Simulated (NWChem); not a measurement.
Molecule: CHCl$_{2}$F; SMILES FC(Cl)Cl

Results from NWChem. Pople sets run with spherical d functions. STO-3G and 3-21G are far too small for this property and stand as cheap habits. Structure relaxed at the B3LYP/6-31G* (spherical d) level. Field at 589 nm.

Order these by “isotropic polarisability (bohr³)”, lowest first: B3LYP/6-31G*; B3LYP/STO-3G; B3LYP/aug-cc-pVDZ.

B3LYP/STO-3G (14.8), B3LYP/6-31G* (31.3), B3LYP/aug-cc-pVDZ (44.8)
